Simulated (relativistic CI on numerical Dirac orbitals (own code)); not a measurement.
## Cd28+: q coefficients and field-shift factors

These numbers are calculated, not measured: Dirac-Coulomb-Breit CI, separate exchange-only KLI orbitals for each configuration, derivatives by finite differences, unscaled Slater integrals, QED left out (own radial code, finite nucleus).

Configurations in the expansion (outside the closed core [Ne]): 3s2 3p6 3d2, 3s2 3p5 3d3, 3s 3p6 3d3, 3s2 3p6 3d 4s, 3s2 3p6 3d 4p, 3s2 3p6 4s2. Double excitations out of closed p, d and f shells are left out; levels of such configurations are missing from the list, as are those of other unlisted configurations, and high levels can miss mixing partners.

With x = (α/α₀)² − 1 an excitation energy changes as ω = ω₀ + qx; K = 2q/ω₀ is the relative enhancement. Terms are leading LS components, so labels can repeat. The field-shift factor is F = δν/δ⟨r²⟩ for the transition from the lowest level.

Lowest level 3s2 3p6 3d2 3F_2.

```tsv
Level	ω₀ (cm⁻¹)	q (cm⁻¹)	K	F (GHz/fm²)
3s2 3p6 3d2 3F_3	60037	67360	2.24	0.494
3s2 3p6 3d2 3P_0	89786	16070	0.358	0.0342
3s2 3p6 3d2 3F_4	103114	93390	1.81	0.699
3s2 3p6 3d2 1D_2	111648	64560	1.16	0.369
3s2 3p6 3d2 3P_1	127486	69550	1.09	0.352
3s2 3p6 3d2 1G_4	177817	111900	1.26	0.875
3s2 3p6 3d2 3P_2	191457	139000	1.45	0.89
3s2 3p6 3d2 1S_0	328492	122900	0.748	1.29
3s2 3p5 3d3 5F°_2	1184501	54880	0.0927	2.66
3s2 3p5 3d3 5D°_1	1188717	60500	0.102	2.56
3s2 3p5 3d3 5D°_0	1202385	74120	0.123	2.6
3s2 3p5 3d3 5F°_3	1207352	93530	0.155	3.01
3s2 3p5 3d3 5F°_4	1232694	118500	0.192	3.24
```

At this charge energies of transitions that change n are usually good to better than 1 %, and those within a shell (Δn = 0) to a few per cent. Terms inside the open d or f shell come out 10 to 20 % too wide with unscaled integrals.
